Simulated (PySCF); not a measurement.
Cost of one run: shielding job, `C[C@@H](CCCl)C(=O)[O-]`.

Method: GIAO PBE0/pcSseg-1 NMR shielding, non-relativistic, gas phase (PySCF 2.14.0, density-fitted response routines). Geometry: GFN2-xTB. Work: shieldings, charges and field gradients, density fitting. The command runs a driver script over a list of jobs; the input below is this job's line of settings and its coordinates in Å.

Command:
```bash
OMP_NUM_THREADS=1 python probes_run.py task.json out
```

Input:
```
{"job": {"kind": "nmr", "xc": "PBE0", "basis": "pcSseg-1"}, "charge": -1, "multiplicity": 1}
C     -1.785065    -0.384192    -0.737837
C     -0.510287    -0.433007     0.089876
C      0.633805     0.276202    -0.642901
C      1.929158     0.090829     0.117370
Cl     3.278016     0.926518    -0.692387
C     -0.708738     0.288211     1.509225
O     -1.581106     1.157675     1.560963
O      0.073678    -0.098722     2.389185
H     -1.612871    -0.709648    -1.767451
H     -2.162513     0.636404    -0.741766
H     -2.548154    -1.019787    -0.292082
H     -0.217387    -1.472484     0.281749
H      0.396812     1.341318    -0.718717
H      0.743819    -0.121379    -1.661651
H      1.849128     0.491856     1.127113
H      2.214105    -0.960849     0.167900
```

Hardware: an Arm Neoverse N1 with one thread (shared host). PySCF's memory limit was set to 1040 MB.

Q: How large is the basis?

A: 183 functions for 72 electrons, with 970 fitting functions; the fitted three-index integrals, 970 × 183 × 184/2 numbers of 8 bytes, come to 120 MiB.

Question: Which is nearest to the wall time?
A. 47 min
B. 47 s
C. 6.3 min

Answer: B. The run took 47 s. The SCF took 15 cycles.

Q: How much memory does it need at the peak?

A: About 0.83 GiB. Peak memory is the resident size of the whole Python process, interpreter and libraries included.

The SCF part of the output:
```
coarse grid: 14192 points
cycle   1  E = -805.1722627937  dE =  9.986e-01  |g| = 1.083e+00  |ddm| = 3.516e+00
cycle   2  E = -804.8144932565  dE =  3.578e-01  |g| = 1.757e+00  |ddm| = 3.621e+00
cycle   3  E = -805.3959374650  dE = -5.814e-01  |g| = 1.626e-01  |ddm| = 2.784e+00
cycle   4  E = -805.4011936016  dE = -5.256e-03  |g| = 7.111e-02  |ddm| = 2.091e-01
cycle   5  E = -805.4023770399  dE = -1.183e-03  |g| = 1.820e-02  |ddm| = 7.850e-02
cycle   6  E = -805.4024327813  dE = -5.574e-05  |g| = 8.578e-03  |ddm| = 2.251e-02
cycle   7  E = -805.4024445540  dE = -1.177e-05  |g| = 3.327e-03  |ddm| = 9.265e-03
cycle   8  E = -805.4024466442  dE = -2.090e-06  |g| = 4.146e-04  |ddm| = 3.167e-03
final grid: 133184 points
cycle   9  E = -805.4715824283  dE = -3.110e-05  |g| = 1.227e-02  |ddm| = 2.783e-02
cycle  10  E = -805.4715411730  dE =  4.126e-05  |g| = 1.908e-02  |ddm| = 2.462e-02
cycle  11  E = -805.4716109873  dE = -6.981e-05  |g| = 1.466e-03  |ddm| = 1.584e-02
cycle  12  E = -805.4716113622  dE = -3.749e-07  |g| = 3.693e-04  |ddm| = 1.301e-03
cycle  13  E = -805.4716113841  dE = -2.198e-08  |g| = 2.044e-04  |ddm| = 4.455e-04
cycle  14  E = -805.4716113913  dE = -7.157e-09  |g| = 5.064e-05  |ddm| = 1.830e-04
cycle  15  E = -805.4716113918  dE = -4.975e-10  |g| = 1.004e-05  |ddm| = 5.093e-05
converged SCF energy = -805.4716113918
```

On the final grid dE counts from the start density on that grid.

Other jobs ran on the host; a repeat could differ by tens of per cent or more.
